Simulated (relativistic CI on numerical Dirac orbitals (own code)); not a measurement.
# Level scheme of Cr14+

Computed by Dirac-Coulomb-Breit CI, orbitals from a KLI potential per configuration, model QED, unscaled Slater integrals (own radial code, finite nucleus).

Configuration list (outside the closed core 1s2): 2s2 2p6, 2s2 2p5 3s, 2s2 2p5 3p, 2s2 2p5 3d, 2s 2p6 3s, 2s 2p6 3p, 2s 2p6 3d, 2s2 2p5 4s, 2s2 2p5 4p, 2s2 2p5 4d, 2s2 2p5 4f, 2s2 2p5 5s, 2s2 2p4 3s2, 2s2 2p5 5p, 2s2 2p5 5d, 2s2 2p5 5f, 2s 2p6 4s, 2s2 2p5 5g, 2s2 2p4 3s 3p, 2s 2p6 4p, 2s 2p6 4d, 2s 2p6 4f, 2s2 2p4 3p2, 2s2 2p4 3s 3d, 2s2 2p4 3p 3d, 2s 2p5 3s2, 2s 2p6 5s, 2s 2p5 3s 3p, 2s2 2p4 3d2, 2s 2p6 5p, 2s 2p6 5d, 2s 2p6 5f, 2s 2p6 5g, 2s 2p5 3p2, 2s 2p5 3s 3d, 2s 2p5 3p 3d. Levels of other configurations are missing.

| No. | Configuration | Term | J | E (eV) | % | Next component (%) | jj configuration (%) |
| --- | --- | --- | --- | --- | --- | --- | --- |
| 41 | 2s2 2p5 4s | 3P° | 1 | 794.279 | 62 | 38 1P° | 2p1/2 2p3/2^4 4s (99) |
| 42 | 2s2 2p5 4p | 3S | 1 | 796.133 | 73 | 25 3P | 2p3/2^3 4p1/2 (65) |
| 43 | 2s2 2p5 4p | 3D | 2 | 797.070 | 54 | 32 1D | 2p3/2^3 4p1/2 (99) |
| 44 | 2s2 2p5 4p | 3D | 3 | 797.411 | 100 |  | 2p3/2^3 4p3/2 (100) |
| 45 | 2s2 2p5 4p | 1P | 1 | 797.826 | 59 | 19 3D | 2p3/2^3 4p3/2 (66) |
| 46 | 2s2 2p5 4p | 3P | 2 | 798.284 | 68 | 32 1D | 2p3/2^3 4p3/2 (100) |
| 47 | 2s2 2p5 4p | 3P | 0 | 801.469 | 75 | 25 1S | 2p3/2^3 4p3/2 (82) |
| 48 | 2s2 2p5 4p | 3D | 1 | 805.575 | 72 | 26 1P | 2p1/2 2p3/2^4 4p1/2 (99) |
| 49 | 2s2 2p5 4p | 3P | 1 | 806.372 | 57 | 21 3S | 2p1/2 2p3/2^4 4p3/2 (99) |
| 50 | 2s2 2p5 4p | 3D | 2 | 806.573 | 46 | 36 1D | 2p1/2 2p3/2^4 4p3/2 (100) |
| 51 | 2s2 2p5 4p | 1S | 0 | 810.179 | 74 | 25 3P | 2p1/2 2p3/2^4 4p1/2 (82) |
| 52 | 2s2 2p5 4d | 3P° | 0 | 810.690 | 100 |  | 2p3/2^3 4d3/2 (100) |
| 53 | 2s2 2p5 4d | 3P° | 1 | 811.061 | 87 | 13 3D° | 2p3/2^3 4d3/2 (79) |
| 54 | 2s2 2p5 4d | 3F° | 4 | 811.529 | 100 |  | 2p3/2^3 4d5/2 (100) |
| 55 | 2s2 2p5 4d | 3P° | 2 | 811.671 | 61 | 26 3D° | 2p3/2^3 4d5/2 (78) |
| 56 | 2s2 2p5 4d | 3F° | 3 | 811.856 | 60 | 31 1F° | 2p3/2^3 4d3/2 (99) |
| 57 | 2s2 2p5 4d | 1D° | 2 | 812.403 | 46 | 28 3F° | 2p3/2^3 4d3/2 (79) |
| 58 | 2s2 2p5 4d | 3D° | 3 | 812.711 | 66 | 33 1F° | 2p3/2^3 4d5/2 (99) |
| 59 | 2s2 2p5 4d | 3D° | 1 | 814.995 | 56 | 38 1P° | 2p3/2^3 4d5/2 (71) |
| 60 | 2s2 2p5 4f | 1G | 4 | 818.110 | 52 | 48 3G | 2p3/2^3 4f5/2 (98) |
| 61 | 2s2 2p5 4f | 3G | 5 | 818.111 | 100 |  | 2p3/2^3 4f7/2 (100) |
| 62 | 2s2 2p5 4f | 3D | 1 | 818.238 | 99 | 1 2s 2p6 3d 3D | 2p3/2^3 4f5/2 (99) |
| 63 | 2s2 2p5 4f | 3D | 2 | 818.315 | 72 | 25 1D | 2p3/2^3 4f7/2 (76) |
| 64 | 2s2 2p5 4f | 3F | 3 | 818.556 | 54 | 38 3D | 2p3/2^3 4f7/2 (55) |
| 65 | 2s2 2p5 4f | 3F | 2 | 818.569 | 51 | 42 1D | 2p3/2^3 4f5/2 (76) |
| 66 | 2s2 2p5 4f | 1F | 3 | 818.587 | 61 | 23 3G | 2p3/2^3 4f5/2 (55) |
| 67 | 2s2 2p5 4f | 3F | 4 | 818.633 | 72 | 16 1G | 2p3/2^3 4f7/2 (97) |
| 68 | 2s2 2p5 4d | 3F° | 2 | 820.496 | 71 | 22 1D° | 2p1/2 2p3/2^4 4d3/2 (99) |
| 69 | 2s2 2p5 4d | 3D° | 2 | 820.679 | 42 | 38 3P° | 2p1/2 2p3/2^4 4d5/2 (98) |
| 70 | 2s2 2p5 4d | 3F° | 3 | 820.945 | 38 | 36 1F° | 2p1/2 2p3/2^4 4d5/2 (100) |
| 71 | 2s2 2p5 4d | 1P° | 1 | 823.235 | 61 | 31 3D° | 2p1/2 2p3/2^4 4d3/2 (92) |
| 72 | 2s2 2p5 4f | 3G | 3 | 827.027 | 72 | 17 1F | 2p1/2 2p3/2^4 4f5/2 (99) |
| 73 | 2s2 2p5 4f | 3G | 4 | 827.099 | 40 | 32 1G | 2p1/2 2p3/2^4 4f7/2 (100) |
| 74 | 2s2 2p5 4f | 3F | 2 | 827.258 | 47 | 32 1D | 2p1/2 2p3/2^4 4f5/2 (100) |
| 75 | 2s2 2p5 4f | 3D | 3 | 827.261 | 52 | 28 3F | 2p1/2 2p3/2^4 4f7/2 (98) |
| 76 | 2s2 2p5 5s | 3P° | 2 | 871.041 | 100 |  | 2p3/2^3 5s (100) |
| 77 | 2s2 2p5 5s | 1P° | 1 | 871.338 | 64 | 36 3P° | 2p3/2^3 5s (100) |
| 78 | 2s2 2p5 5p | 3S | 1 | 876.454 | 69 | 28 3P | 2p3/2^3 5p1/2 (66) |
| 79 | 2s2 2p5 5p | 3D | 2 | 876.895 | 52 | 35 1D | 2p3/2^3 5p1/2 (100) |
| 80 | 2s2 2p5 5p | 3D | 3 | 877.063 | 100 |  | 2p3/2^3 5p3/2 (100) |
| 81 | 2s2 2p5 5p | 1P | 1 | 877.288 | 62 | 17 3P | 2p3/2^3 5p3/2 (66) |
| 82 | 2s2 2p5 5p | 3P | 2 | 877.503 | 69 | 31 1D | 2p3/2^3 5p3/2 (100) |
| 83 | 2s2 2p5 5p | 3P | 0 | 879.491 | 54 | 45 1S | 2p3/2^3 5p3/2 (95) |
| 84 | 2s2 2p5 5s | 3P° | 0 | 879.797 | 100 |  | 2p1/2 2p3/2^4 5s (100) |
| 85 | 2s2 2p5 5s | 3P° | 1 | 879.941 | 64 | 35 1P° | 2p1/2 2p3/2^4 5s (99) |

Energies count from the lowest computed level; ° marks odd parity. Filled j subshells are mostly left out of the jj labels.

The mean weight of the leading LS term, summed over parents, in these 45 levels is 67 %, and that of the leading jj configuration (from the same eigenvectors) 90 %, so jj coupling describes them better and the LS labels are nominal.

At this charge energies of transitions that change n are usually good to better than 1 %, and those within a shell (Δn = 0) to a few per cent.

LS names give the leading component of a level, which can be under half, so a name can repeat, a term be missing and a line seem to break the LS rules.
